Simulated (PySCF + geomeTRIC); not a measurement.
Species: CHF3S, SMILES `FC(F)(F)S` (charge 0, multiplicity 1).

**Question.** Give a relaxed geometry from B3LYP-D3(BJ)/def2-TZVP run with PySCF + geomeTRIC.

**Answer.** the end point of this relaxation (outside a Z-matrix the atoms follow the SMILES, hydrogens last).
Z-matrix (Å, degrees):
```
C
F 1 1.3394
F 1 1.3426 2 108.08
F 1 1.3426 2 108.12 3 115.28
S 1 1.8154 2 108.12 3 -122.36
H 5 1.3435 1 93.32 2 -179.38
```
